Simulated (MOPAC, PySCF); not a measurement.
[Cd(OH)(F)], neutral singlet in the gas phase. 

Cartesian coordinates (Å):
```xyz
4

Cd    -0.0517    -0.0096    -0.1100
O      0.9438    -0.3462    -1.7768
H      0.3438    -0.7730    -2.4184
F     -0.9216     0.3769     1.5731
```
Charge 0, multiplicity 1.

All levels are single points at this geometry (TPSS-D3(BJ)/def2-SVP); Pople sets use spherical d functions. Orbital energies aren't observables, and empty levels follow the basis.

BP86/6-31G* (LANL2DZ on Cd) in PySCF gives dipole (D) = 1.80.

Estimate the dipole (D) from each of these levels: B3LYP-D3(BJ)/def2-TZVP in PySCF; TPSSh-D3(BJ)/def2-TZVP in PySCF; B3LYP/6-311+G** (LANL2DZ on Cd) in PySCF; B3LYP/6-31G* (LANL2DZ on Cd) in PySCF; B3LYP/LANL2DZ in PySCF; M06-2X/6-31G* (LANL2DZ on Cd) in PySCF; SVWN5/6-31G* (LANL2DZ on Cd) in PySCF; PM7 in MOPAC.


```csv
level,dipole (D)
B3LYP-D3(BJ)/def2-TZVP in PySCF,2.10
TPSSh-D3(BJ)/def2-TZVP in PySCF,2.05
B3LYP/6-311+G** (LANL2DZ on Cd) in PySCF,2.15
B3LYP/6-31G* (LANL2DZ on Cd) in PySCF,1.87
B3LYP/LANL2DZ in PySCF,2.28
M06-2X/6-31G* (LANL2DZ on Cd) in PySCF,1.95
SVWN5/6-31G* (LANL2DZ on Cd) in PySCF,1.88
PM7 in MOPAC,2.72
```
